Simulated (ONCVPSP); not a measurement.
## Varying the ONCV potential for Tl (Z = 81)

Base potential:

thallium, optimised norm-conserving Vanderbilt (ONCV), made with ONCVPSP 4.0.1 (LDA (Perdew-Zunger), scalar-relativistic). Core [Kr] 4d10 4f14, reference 5s2 5p6 5d10 6s2 6p1. Waves: 5s+6s: rc 1.65 bohr, ncon 4, nbas 8, qcut 6.5 1/bohr, 3 projectors, debl 3.3 Ha; 5p+6p: rc 1.30 bohr, ncon 4, nbas 7, qcut 12.4 1/bohr, 2 projectors; 5d: rc 1.20 bohr, ncon 4, nbas 7, qcut 9.2 1/bohr, 2 projectors, debl 0.6 Ha. Local part: polynomial inside 0.75 bohr (lpopt 5, dvloc0 3 Ha). Core correction: none.

Cutoffs, loose and tight: the cutoffs (Ha) at which the residual kinetic energy of the hardest occupied pseudo-wave falls to 1 and 0.1 mHa per electron. They do not see the model core or the augmentation charge, which bear on the density cutoff. Test errors are all-electron minus pseudo excitation energies from the reference, over the configurations 5s2 5p6 5d10 6s2 6p0; 5s2 5p6 5d10 6s1 6p0; 5s2 5p6 5d10 6s0 6p0; 5s1 5p6 5d10 6s2 6p1. A dash means not determined; rows that change the core or the reference have their own tests. The largest error is taken over the tests solved by every variant that gives reliable tests at all: 5s1 5p6 5d10 6s2 6p1; 5s2 5p6 5d10 6s1 6p0; 5s2 5p6 5d10 6s2 6p0.

A true bound ghost makes a file unfit for plane-wave use even where its test errors are small: the radial tests pick states by their node count and pass the ghost by.

| change | outcome | cutoff, loose | cutoff, tight | bound ghosts | GHOST(+) flags above zero | largest test error (meV) |
| --- | --- | --- | --- | --- | --- | --- |
| base | generated | 48 Ha | 56 Ha | s | p | -792 |
| reference 5s2 5p6 5d10 6s2; wave 5p+6p: rc 1.30 bohr, ncon 4, nbas 7, qcut 12.4 1/bohr, 2 projectors becomes 5p: rc 1.30 bohr, ncon 4, nbas 7, qcut 12.4 1/bohr, 2 projectors, debl 2.9 Ha | generated, projector energies reset by the program | 48 Ha | 56 Ha | s | p | -31 |
| s: rc 1.28 | generated | 87 Ha | 111 Ha | none | s, p | -386 |
| functional LDA (Perdew-Wang 92) | generated | 48 Ha | 56 Ha | s | p | -792 |
| d: rc 1.02 | generated | 48 Ha | 144 Ha | s | p, d | -789 |
| local potential polynomial inside 0.75 bohr (lpopt 5, dvloc0 7.5 Ha) | generated | 48 Ha | 56 Ha | none | s, p | -792 |
| d: nproj 0; local potential the d channel | generated | 48 Ha | 56 Ha | none | none | -781 |

(1) What comes out with this change to the base: s: qcut 5.3; p: qcut 10.2; d: qcut 7.5?

(2) What comes out with this change to the base: p: qcut 9.9?

Answers

(1) outcome: generated; cutoff, loose: 40 Ha; cutoff, tight: 73 Ha; bound ghosts: s; GHOST(+) flags above zero: p; largest test error (meV): -865.

(2) outcome: generated; cutoff, loose: 38 Ha; cutoff, tight: 44 Ha; bound ghosts: s; GHOST(+) flags above zero: p; largest test error (meV): -789.
